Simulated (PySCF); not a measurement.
Correlation energy of In (indium, neutral)

[Kr] 4d10 5s1 5p1 6s1, high-spin 4P determinant (an excited configuration). Calculation: PySCF 2.14, in aug-cc-pwCVTZ-PP with ECP28MDF (8s7p6d4f1g, 96 functions); a scalar-relativistic core potential. Frozen: 4s2 4p6 4d10; 3 electrons correlated.

MP2 pair energies summed by pair of shells (mhartree):

| pair | energy | share (%) |
| --- | --- | --- |
| 5p-6s | -2.20 | 37.9 |
| 5s-5p | -2.17 | 37.5 |
| 5s-6s | -1.43 | 24.6 |

Total MP2 correlation energy: -5.79 mhartree.

Same-spin part -5.79 and opposite-spin part 0.00 mhartree; SCS-MP2 scales them by 1/3 and 6/5 to -1.93 mhartree.
